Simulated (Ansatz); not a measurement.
Total energies of C2H7AlBNO, SMILES `CB1C(O)[N]1[AlH2]`.

Z-matrix (Å, degrees):
```
C
B 1 1.549
H 1 1.092 2 113.2
H 1 1.095 2 110.1 3 121.6
H 1 1.095 2 110.6 3 -121.8
C 2 1.534 1 154.5 3 173.0
N 2 1.377 1 144.0 3 1.3
O 6 1.398 2 124.7 1 -74.7
H 6 1.087 2 125.0 1 89.1
Al 7 1.787 2 158.6 1 4.4
H 8 0.959 6 109.2 2 22.5
H 10 1.579 7 118.5 2 178.8
H 10 1.582 7 117.7 2 -2.4
```

Charge 0, multiplicity 1. The geometry is a stationary point of PBE0-D4/def2-TZVP. It is one conformer, not always the lowest. Basis def2-TZVPP, the Gaussian-basis code of Ansatz.

RPA on PBE orbitals: Hartree–Fock energy of these orbitals -475.77517 Eh, correlation -1.56647 Eh (frozen core).

| functional | energy without D4 (Eh) | D4 term (kJ/mol) |
| --- | --- | --- |
| LDA (SPW92) | -474.72505 | – |
| PBE | -477.35738 | -25.4 |
| revPBE | -477.66534 | -77.8 |
| r2SCAN | -477.63145 | -6.6 |
| B97M-V | -477.72457 | – |
| PBE0 | -477.40041 | -21.7 |
| B3LYP | -477.82696 | -40.7 |
| HSE06 (plane-wave form) | -477.38152 | -20.2 |
| BHLYP | -477.66287 | -30.7 |
| CAM-B3LYP | -477.68896 | -22.0 |
| LC-ωPBE | -477.55767 | – |
| ωB97M-V | -477.68155 | – |
| B2PLYP | -477.48516 | – |
| PBE-QIDH | -477.27708 | – |

**Question.** Give the same for BLYP, r2SCANh, r2SCAN0, ωB97X-V. (Best estimate.)

**Answer.** Ansatz gave: 
| functional | energy without D4 (Eh) | D4 term (kJ/mol) |
| --- | --- | --- |
| BLYP | -477.71199 | -55.4 |
| r2SCANh | -477.61813 | -7.0 |
| r2SCAN0 | -477.59942 | -7.7 |
| ωB97X-V | -477.68313 | – |

B3LYP takes the VWN-RPA correlation (the form of Gaussian; ORCA's B3LYP/G). HSE06 is the plane-wave form, built on full-range PBE exchange. The double hybrids freeze the cores in their second-order part.

LC-ωPBE has ω = 0.4 bohr⁻¹.
